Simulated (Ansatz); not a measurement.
Species: CF$_{3}$, net charge -1, singlet state. SMILES of the parent species: F[C](F)F
Structure (B3LYP-D3(BJ)/def2-TZVP (Ansatz, a quantum-chemistry and plane-wave program) minimum search):
```
C
F 1 1.4384
F 1 1.4384 2 99.58
F 1 1.4384 2 99.58 3 -101.52
```
Charge -1, spin multiplicity 1.

Parts of the frozen-core correlation energy in STO-3G (Ansatz, hartree). Frozen orbitals: 4; correlated occupied orbitals by spin: 13 and 13; virtual: 3 and 3. No spin-orbit coupling. No relativistic terms.

```csv
term,value
reference (HF),-331.31589
MP2 opposite-spin,-0.06786
MP2 same-spin,-0.00908
CCSD correlation,-0.10048
(T),-0.00306
FCI minus CCSD(T),-0.00082
T1 diagnostic,0.009
largest doubles amplitude,0.061
```
